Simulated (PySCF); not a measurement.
Calcium: a sound run and one with changed settings

Sound run: Ca²⁺ [Ar], Ca³⁺ [Ne] 3s2 3p5. Calculation: PySCF 2.14, in pcseg-2 (6s4p3d, 33 functions); no relativity, point nucleus. In the sound run the correlated levels freeze [Ne] 3s2. The sound run starts from symmetry-adapted Hartree-Fock orbitals and uses a fine grid where one is needed.

A second run was set up differently.

```tsv
species	method	sound run (hartree)	changed run (hartree)	converged
Ca²⁺	UHF	-676.13987	-669.43352	yes
Ca²⁺	LDA	-675.06293	-668.18577	yes
Ca²⁺	M06-2X	-676.90893	-670.12037	yes
Ca²⁺	MP2	-676.27019	-669.43630	yes
Ca²⁺	CCSD(T)	-676.28745	-669.43656	yes
Ca³⁺	UHF	-674.31359	-667.61380	yes
Ca³⁺	LDA	-673.18263	-666.31752	yes
Ca³⁺	M06-2X	-675.03395	-668.25397	yes
Ca³⁺	MP2	-674.40057	-667.61460	yes
Ca³⁺	CCSD(T)	-674.41813	-667.61470	yes
```

Ionisation energy of Ca²⁺:

| method | sound run (eV) | changed run (eV) |
| --- | --- | --- |
| UHF | 49.696 | 49.517 |
| LDA | 51.166 | 50.838 |
| M06-2X | 51.021 | 50.787 |
| MP2 | 50.875 | 49.571 |
| SCS-MP2 | 50.808 | 49.569 |
| CCSD | 50.852 | 49.574 |
| CCSD(T) | 50.867 | 49.575 |

Task: What was changed?
A. all electrons correlated in a valence basis
B. level shift left on
C. angular grid far too coarse
D. minimal basis

Result: D. It used basis STO-3G. A minimal basis cannot let orbitals breathe on ionisation and holds almost no correlation.
